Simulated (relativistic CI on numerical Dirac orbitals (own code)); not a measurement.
# Sensitivity of the levels of Cu7+ to α and to the nuclear radius

Computed by Dirac-Coulomb-Breit CI, KLI orbitals optimised for each configuration, derivatives by finite differences, unscaled Slater integrals, QED left out (own radial code, finite nucleus).

Configurations in the expansion (outside the closed core [Ne]): 3s²3p⁶3d⁴, 3s²3p⁵3d⁵, 3s²3p⁶3d³4s, 3s3p⁶3d⁵, 3s²3p⁶3d³4p, 3s²3p⁶3d²4s², 3s²3p⁶3d³4d, 3s²3p⁶3d²4s4p. Levels of other configurations are missing.

With x = (α/α₀)² − 1 an excitation energy changes as ω = ω₀ + qx; K = 2q/ω₀ is the relative enhancement. Terms are leading LS components, so labels can repeat. The field-shift factor is F = δν/δ⟨r²⟩ for the transition from the lowest level.

Lowest level 3s²3p⁶3d⁴ ⁵D0.

| Level | ω₀ (cm⁻¹) | q (cm⁻¹) | K | F (GHz/fm²) |
| --- | --- | --- | --- | --- |
| 3s²3p⁶3d⁴ ⁵D1 | 359.8 | 425.9 | 2.37 | 0.00196 |
| 3s²3p⁶3d⁴ ⁵D2 | 1030.1 | 1161 | 2.25 | 0.00539 |
| 3s²3p⁶3d⁴ ⁵D3 | 1948.9 | 2086 | 2.14 | 0.0098 |
| 3s²3p⁶3d⁴ ⁵D4 | 3060.3 | 3118 | 2.04 | 0.0148 |
| 3s²3p⁶3d⁴ ³H4 | 37269.5 | 292 | 0.0157 | 0.0545 |
| 3s²3p⁶3d⁴ ³P0 | 37569.4 | -1928 | -0.103 | 0.0289 |
| 3s²3p⁶3d⁴ ³H5 | 38033.9 | 1322 | 0.0695 | 0.0596 |
| 3s²3p⁶3d⁴ ³H6 | 38774.8 | 2131 | 0.11 | 0.064 |
| 3s²3p⁶3d⁴ ³P1 | 39814.5 | 556.5 | 0.028 | 0.0408 |
| 3s²3p⁶3d⁴ ³F3 | 41746.5 | 916.8 | 0.0439 | 0.0452 |
| 3s²3p⁶3d⁴ ³F2 | 41797.0 | 1338 | 0.064 | 0.0468 |
| 3s²3p⁶3d⁴ ³F4 | 42049.0 | 1421 | 0.0676 | 0.0474 |
| 3s²3p⁶3d⁴ ³P2 | 43248.3 | 3712 | 0.172 | 0.0557 |
| 3s²3p⁶3d⁴ ³G3 | 45778.4 | 2193 | 0.0958 | 0.0544 |
| 3s²3p⁶3d⁴ ³G4 | 46476.5 | 2591 | 0.111 | 0.0567 |
| 3s²3p⁶3d⁴ ³G5 | 47031.8 | 3147 | 0.134 | 0.0601 |
| 3s²3p⁶3d⁴ ¹I6 | 56392.4 | 2012 | 0.0714 | 0.0857 |
| 3s²3p⁶3d⁴ ³D3 | 56597.3 | 1732 | 0.0612 | 0.0404 |
| 3s²3p⁶3d⁴ ³D2 | 56936.2 | 2095 | 0.0736 | 0.0427 |
| 3s²3p⁶3d⁴ ¹G4 | 57176.2 | 3285 | 0.115 | 0.0626 |
| 3s²3p⁶3d⁴ ³D1 | 57354.4 | 2627 | 0.0916 | 0.0444 |
| 3s²3p⁶3d⁴ ¹S0 | 63113.2 | 2984 | 0.0946 | 0.0348 |
| 3s²3p⁶3d⁴ ¹D2 | 72601.6 | 2516 | 0.0693 | 0.0867 |

At this charge configurations can still be misplaced by up to about 7 % of their energy. Terms inside the open d or f shell come out 10 to 20 % too wide with unscaled integrals.
